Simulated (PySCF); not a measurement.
C4H3Cl2F, SMILES FC(=C/Cl)/C=C\Cl.

The structure is a stationary point at PBE0-D3(BJ)/def2-SVP. The structure was generated by enumeration; whether it is a known compound was not checked. The values are those of a single conformer.

All values below come from SMD-B3LYP/6-31G* in PySCF.

Solvation free energies are E(SMD) − E(gas) at the gas-phase geometry, for 1 M in both phases. In vacuum the dipole moment is 1.06 D.

Q: Rank water, chloroform, toluene by solvation free energy, most negative first.

A: chloroform (-4.7 kcal/mol), toluene (-3.8 kcal/mol), water (0.3 kcal/mol)
